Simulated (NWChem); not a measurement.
# disilazane (Si2NH7); SMILES [SiH3]N[SiH3]

Give the equilibrium geometry at PBE0/def2-SVP (NWChem) as a Z-matrix, with the point group.

point group Cs; any orientation.
```
N
H 1 1.0177
Si 1 1.7413 2 115.12
Si 1 1.7413 2 115.12 3 175.87
H 3 1.4916 1 107.49 2 -173.16
H 4 1.4916 1 107.49 2 173.16
H 3 1.4964 5 109.69 1 -120.70
H 4 1.4964 6 109.69 1 120.70
H 3 1.4981 5 108.71 7 -116.68
H 4 1.4981 6 108.71 8 116.68
```
